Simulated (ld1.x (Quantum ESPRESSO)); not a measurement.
# An odd input for ld1.x (Quantum ESPRESSO) 7.5 (niobium)

Command:

```bash
ld1.x < Nb.in > Nb.out
```

Input:

```
&input
   title='Nb', zed=41., rel=1, dft='PZ', iswitch=3,
   config='[Kr] 4d4 4f-2 5s0.5 5p0',
   nld=4, rlderiv=4.00, eminld=-3.0, emaxld=5.0, deld=0.02
 /
 &inputp
   pseudotype=2, tm=.false., lloc=0,
   nlcc=.true., new_core_ps=.true.,
   file_pseudopw='Nb.UPF', file_wfcaegen='ae.wfc', file_wfcncgen='nc.wfc', file_beta='beta', file_chi='chi'
 /
4
5P  2  1   0.00   0.00  3.65  3.65  0.0
4D  3  2   4.00   0.00  1.90  1.90  0.0
4F  4  3  -2.00   0.10  3.70  3.70  0.0
5S  1  0   0.50   0.00  2.30  2.30  0.0
 &test
   configts(1)='4d4 5s0.5 5p0'
 /
```

Output (end):

```
     final scf error:  7.0E-15 reached in  40 iterations

     Etot =   -7630.885974 Ry,   -3815.442987 Ha, -103823.492824 eV

     Ekin =    7854.685077 Ry,    3927.342538 Ha,  106868.434729 eV
     Encl =  -18383.609156 Ry,   -9191.804578 Ha, -250121.744666 eV
     Eh   =    3127.000685 Ry,    1563.500343 Ha,   42545.011716 eV
     Exc  =    -228.962580 Ry,    -114.481290 Ha,   -3115.194602 eV

     normalization and overlap integrals

     s(1S/1S) =  1.000000  <r> =   0.0361  <r2> =    0.0018  r(max) =   0.0235
     s(2S/2S) =  1.000000  <r> =   0.1582  <r2> =    0.0295  r(max) =   0.1335
     s(2P/2P) =  1.000000  <r> =   0.1378  <r2> =    0.0232  r(max) =   0.1066
     s(3S/3S) =  1.000000  <r> =   0.4441  <r2> =    0.2261  r(max) =   0.3961
     s(3P/3P) =  1.000000  <r> =   0.4465  <r2> =    0.2322  r(max) =   0.3912
     s(4S/4S) =  1.000000  <r> =   1.1581  <r2> =    1.5233  r(max) =   1.0242
     s(4P/4P) =  1.000000  <r> =   1.3031  <r2> =    1.9538  r(max) =   1.1179
     s(3D/3D) =  1.000000  <r> =   0.4333  <r2> =    0.2265  r(max) =   0.3325
     s(4D/4D) =  1.000000  <r> =   2.1355  <r2> =    5.6856  r(max) =   1.5090
     s(5S/5S) =  1.000000  <r> =   3.5002  <r2> =   13.9386  r(max) =   2.9637
     s(5P/5P) =  1.000000  <r> =   4.6115  <r2> =   24.3822  r(max) =   3.8533

     ------------------------ End of All-electron run ------------------------

     --------------------- Generating NC pseudopotential ---------------------

      Generating local pot.: lloc=0, matching radius rcloc =   2.3000

      Computing core charge for nlcc:

       r > 1.65 : true rho core
      Core charge pseudized with two Bessel functions
      Integrated core pseudo-charge :  11.42

      Wfc   5P  rcut= 3.620  Estimated cut-off energy=       13.18 Ry
     l=   1 Node at 0.13861263
      This function has    1 nodes for 0 < r <    3.620

 %%%%%%%%%%%%%%%%%%%%%%%%%%%%%%%%%%%%%%%%%%%%%%%%%%%%%%%%%%%%%%%%%%%%%%%%%%%%%%
     Error in routine compute_phi (1):
     phi has nodes before r_c
 %%%%%%%%%%%%%%%%%%%%%%%%%%%%%%%%%%%%%%%%%%%%%%%%%%%%%%%%%%%%%%%%%%%%%%%%%%%%%%

     stopping ...
```

**Question.** This input was made by a single change from one that runs to its end. What was changed?

**Answer.** The change: tm switched. The program stops during the generation: "compute_phi: phi has nodes before r_c".
